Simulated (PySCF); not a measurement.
## TlCl2: from structure and modes to constants

Level of theory: UPBE0/[Tl def2-TZVP with ECP60, Cl def2-TZVP], scalar-relativistic core potentials, density fitting, no spin–orbit coupling, PySCF.

The doublet minimum has C2v symmetry. Masses (u): Tl 204.97441, Cl 34.96885.

```xyz
3
charge 0 multiplicity 2, angstrom
Tl    0.0000    0.0000   -0.2769
Cl    2.2449    0.0000    0.7330
Cl   -2.2449    0.0000    0.7330
```

Harmonic wavenumbers (cm⁻¹): 52.4 (a1, ×1), 258.8 (a1, ×1), 283.7 (b2, ×1).

Problem. What is the harmonic zero-point energy?

Solution. Half the sum of all 3 wavenumbers, 595/2 = 298 cm⁻¹, which is 3.6 kJ/mol (1 cm⁻¹ = 0.0119627 kJ/mol).

Problem. Find the vibrational entropy and heat capacity at 298.15 K.

Solution. With u = 1.43878 ω/T, each mode gives S = R[u/(eᵘ−1) − ln(1−e⁻ᵘ)] and C = R u² eᵘ/(eᵘ−1)².
```
ω (cm⁻¹)      u  S (J/(mol K))  C (J/(mol K))
    52.4  0.253          19.76           8.27
   258.8  1.249           6.99           7.31
   283.7  1.369           6.32           7.13
```
The sums over all modes are S = 33.1 and C = 22.7 J/(mol K); the softest mode gives 60 % of the entropy.

Problem. Give the standard entropy (298.15 K, 1 bar) by its translational, rotational, vibrational and spin parts, and Cp.

Solution. Sackur–Tetrode with M = 274.91 u gives 178.9; rotation with symmetry number 2 gives 108.6; vibration 33.1; spin R ln 2 = 5.8. The total is 326.4 J/(mol K), and Cp = 4 R + 22.7 = 56.0 J/(mol K).

This need not be the most stable arrangement of these atoms. Spin–orbit coupling, left out here, can matter for elements this heavy.
